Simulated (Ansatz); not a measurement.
`[SiH3][O][ZnH]` + `N=CO` → `O/C=[N]/[ZnH]` + silanol at 400 K and 1 bar (ligand exchange at a Zn–O bond).

Program: Ansatz. Geometries: PBE0-D4/def2-TZVP. ΔE: electronic, gas phase. CBS: MP2 limit from def2 TZ/QZ plus the TZ coupled-cluster correction, frozen cores. This one scheme is used for every species. For Zn outer-core shells are correlated without core-valence functions, which leaves a few kJ/mol of doubt a bond. Scalar relativity is left out up to krypton. Each species was taken in one conformer, which may not be the lowest.

```json
{"species": "`[SiH3][O][ZnH]`", "CCSD(T)/CBS energy (Eh)": "-2145.08513", "H − E (kJ/mol)": "119.0", "S (J/(mol·K))": "356.6"}
{"species": "`N=CO`", "CCSD(T)/CBS energy (Eh)": "-169.71775", "H − E (kJ/mol)": "138.6", "S (J/(mol·K))": "266.1"}
{"species": "`O/C=[N]/[ZnH]`", "CCSD(T)/CBS energy (Eh)": "-1948.09320", "H − E (kJ/mol)": "135.1", "S (J/(mol·K))": "332.5"}
{"species": "`O[SiH3]`", "CCSD(T)/CBS energy (Eh)": "-366.69042", "H − E (kJ/mol)": "120.0", "S (J/(mol·K))": "276.4"}
```

H − E and S are ideal-gas, rigid-rotor, harmonic terms from PBE0-D4/def2-TZVP, for one conformer and one mirror image of each species. 1 Eh = 2625.50 kJ/mol, R = 8.31446 J/(mol·K).

Question: By hand: ΔE, ΔH, ΔS and ΔG.

Answer: ΔE = (-1948.09320) + (-366.69042) − (-2145.08513) − (-169.71775) = 0.01926 Eh = 50.6 kJ/mol. Δ(H − E) = 135.1 + 120.0 − 119.0 − 138.6 = -2.5, so ΔH = 48.1 kJ/mol. ΔS = 332.5 + 276.4 − 356.6 − 266.1 = -13.8 J/(mol·K). ΔG = 48.1 − 400 × (-13.8)/1000 = 53.6 kJ/mol.

Question: By hand: the equilibrium constant, and the temperature at which ΔG would vanish if ΔH and ΔS stayed fixed.

Answer: log₁₀ K = −ΔG/(RT ln 10) = -7.0. ΔH and −TΔS have one sign here, so there is no such temperature.

The number of gas molecules stays the same, so ΔS is small and ΔH decides. A doubt of 5 kJ/mol in ΔE shifts log₁₀ K by 0.7 here. Other conformers and mirror images would add mixing entropy, several J/(mol·K) or more a flexible species. Modes under 60 cm⁻¹, often nearly free rotors, make the harmonic entropy too high. These are equilibria of isolated gas molecules and say nothing of rates. Largest T1 diagnostic: 0.017 (customary marks: 0.02 for closed shells, 0.045 for open ones).
